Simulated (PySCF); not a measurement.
Simulated absorption spectrum

Compound: C₆H₁₂BNO.
SMILES: `C[NH2+][B@H-](C)c1ccco1`

Computed, not measured: PySCF 2.14.0, density-fitted response routines, TDDFT wB97X-D/def2-SVPD, vertical, gas phase, core orbitals frozen in the response. Isolated species at its PBE0-D3(BJ)/def2-SVP geometry (one conformer only). Torsions of this conformer, `[CH3:1][NH2+:2][B@H-:3]([CH3:4])[c:5]1[cH:6][cH:7][cH:8][o:9]1`: C1–N2–B3–C4 -170°, N2–B3–C5–C6 -130°.

Computed states:

```
state  E (eV)       f
   S1    5.89   0.143
   S2    6.04   0.112
   S3    6.69  0.0081
   S4    6.91   0.014
   S5    6.96   0.011
   S6    7.21  0.0023
   S7    7.44   0.029
   S8    7.65   0.027
   S9    7.70  0.0008
  S10    7.78  0.0086
```

Each state is given a Gaussian of 0.5 eV full width at half maximum, with ε(max) = 2.175×10⁸ f / Δν̃ (Δν̃ the width in cm⁻¹). The width is an assumption, not a result. The curve ends short of the highest state used, and states not computed would add to its high-energy end.

(1) What does the envelope look like, and where are its maxima?

(2) On this curve, what absorbance would a 10⁻⁵ mol/L sample give at 222 nm over a 1 cm path?

(3) Coming from long wavelengths, where does ε first pass 100 L mol⁻¹ cm⁻¹?

(4) Does any computed singlet lie in the visible range?

Results:

(1) 
```csv
E (eV),ε (L mol⁻¹ cm⁻¹)
5.14,16
5.23,66
5.32,230
5.41,677
5.50,1675
5.58,3254
5.67,5867
5.76,8974
5.85,11671
5.94,12930
6.03,12221
6.12,9866
6.21,6818
6.29,4341
6.38,2359
6.47,1318
6.56,999
6.65,1098
6.74,1357
6.83,1593
6.92,1700
7.00,1685
7.09,1638
7.18,1703
```

Maxima: 208 nm (5.95 eV), ε about 13000, made up of S1 (57%) and S2 (43%); 179 nm (6.94 eV), ε about 1700, made up of S3 (12%), S4 (44%) and S5 (34%) (hardly more than a shoulder) (ε in L mol⁻¹ cm⁻¹; maxima over ε = 5, shares over 10%). At its high-energy end, 7.18 eV, the curve is still rising (ε about 1700, from S4, S5 and S7).

(2) 222 nm is 5.585 eV, where ε is about 3400 L mol⁻¹ cm⁻¹, so A = ε c l ≈ 0.034 (Beer–Lambert, with the gas-phase spectrum and the assumed width).

(3) At about 236 nm (5.26 eV), 0.63 eV below S1.

(4) No computed singlet lies in the visible range (380 to 750 nm); the lowest, at 210 nm, stands 2.63 eV above its violet end (3.26 eV).
